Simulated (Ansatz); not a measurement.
```xyz
9

F     0.317   -1.340   -2.079
Si   -0.162   -1.256   -0.552
N    -0.534    0.343   -0.085
Al    0.465    1.500    0.845
H    -1.352   -2.135   -0.462
H     0.964   -1.733    0.282
H    -1.432    0.682   -0.408
H    -0.143    2.935    1.113
H     1.877    1.004    1.347
```

The species carries charge 0 and has multiplicity 1.

Question: List the B3LYP/def2-TZVPP orbital energies in eV (Ansatz 0.2.0). (An estimate is asked.)

Answer: Ansatz gave: Occupied: -1799.87, -1524.45, -671.14, -389.19, -144.26, -112.46, -99.62, -99.57, -99.55, -73.20, -73.01, -72.99, -32.10, -22.90, -15.12, -13.20, -12.40, -12.16, -11.91, -10.72, -9.59, -9.12, -8.49, -8.20. Lowest empty: -1.35, -0.07, 0.61, 0.79, 1.56, 1.81, 2.18, 2.43.

B3LYP here is the variant with VWN-RPA as its local correlation; programs differ in this.
